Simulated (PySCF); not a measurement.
## Basis and Hamiltonian dependence of the excitation energy of V²⁺

V²⁺ [Ar] 3d3 (4F) → V²⁺ [Ar] 3d2 4s1 (4F). All values are computed (PySCF 2.14, energy differences of UHF-based or UKS calculations, no spin-orbit coupling). Values in eV.

```
                                                               basis       Hamiltonian  functions    UHF    LDA   PBE0  MP2 (valence)  CCSD(T) (valence)  CCSD(T) (valence and next inner shell)
                                                        ANO-RCC-VTZP     spin-free X2C         59  5.508  6.045  6.057          5.734              5.761                                   5.755
                                                         aug-cc-pVDZ  non-relativistic         59  5.670  6.181  6.213          5.835              5.867                                     n/a
                                                      aug-cc-pVDZ-DK     spin-free X2C         59  5.332  5.857  5.884          5.495                n/a                                     n/a
                                                        x2c-TZVPPall     spin-free X2C         64  5.182  5.749  5.743          5.385              5.412                                   5.374
                                                         def2-TZVPPD  non-relativistic         67  5.516  6.093  6.081          5.720              5.747                                   5.708
   x2c-TZVPPall with one added diffuse shell each of s, p, d, f type     spin-free X2C         80  5.165  5.718  5.717          5.366              5.392                                   5.350
                                                      aug-cc-pVTZ-DK     spin-free X2C         93  5.064  5.549  5.565          5.262              5.286                                     n/a
                                                         aug-cc-pVTZ  non-relativistic         93  5.385  5.876  5.889          5.586              5.610                                     n/a
                                                        x2c-QZVPPall     spin-free X2C         96  5.071  5.600  5.602          5.291              5.314                                   5.277
                                                          dyall-av2z  non-relativistic        101  5.519  6.095  6.075          5.705              5.733                                     n/a
x2c-QZVPPall with one added diffuse shell each of s, p, d, f, g type     spin-free X2C        121  5.070  5.596  5.600          5.289                n/a                                     n/a
                                                       aug-cc-pwCVTZ  non-relativistic        127  5.378  5.886  5.892          5.604                n/a                                     n/a
                                                    aug-cc-pwCVTZ-DK     spin-free X2C        127  5.057  5.559  5.569          5.281                n/a                                     n/a
                                                      aug-cc-pVQZ-DK     spin-free X2C        140  5.058  5.558  5.564          5.280                n/a                                     n/a
```

Frozen in the all-electron rows: valence: [Ar]; valence and next inner shell: [Ne].

At UHF, ANO-RCC-VTZP lies more than 0.3 eV from the median of the rows with comparable relativity. Of these, ANO-RCC-VTZP has no diffuse functions of the l that the added or promoted electron needs.

Non-relativistic rows lack the scalar-relativistic shift.
